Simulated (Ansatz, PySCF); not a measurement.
C3H6FNSi, SMILES F[SiH2]N1C=CC1.

Geometry optimised at PBE-D3(BJ)/def2-SVP. The structure was generated by enumeration, and PubChem lists no compound with its InChIKey, so it may never have been made. The values are those of a single conformer.

Vertical ionisation energy (IE) and electron affinity (EA) in eV. Rows of orbital energies are one-electron estimates. Where ΔSCF, EOM or ADC give a negative EA the extra electron is unbound and the value depends on the basis.

| level | IE | EA |
|---|---|---|
| −ε(HOMO), −ε(LUMO), ωB97X/def2-TZVP (PySCF) | 8.59 | -2.35 |
| −ε(HOMO), −ε(LUMO), PBE/def2-TZVP (PySCF) | 5.21 | 0.78 |
| ΔSCF, PBE0/def2-SVPD (Ansatz), final states of multiplicity 2 and 2 | 8.33 | -1.68 |
| ΔSCF, PBE/def2-SVPD (Ansatz), final states of multiplicity 2 and 2 | 8.33 | -1.46 |

Task: What vertical singlet–triplet gap does ΔSCF give with PBE0/def2-SVPD (Ansatz, an electronic-structure program) and with PBE/def2-SVPD (Ansatz)? (The exact figures need the calculation; the answer reports its results.)

Result: 3.61 and 3.72 eV (triplet above singlet where positive).
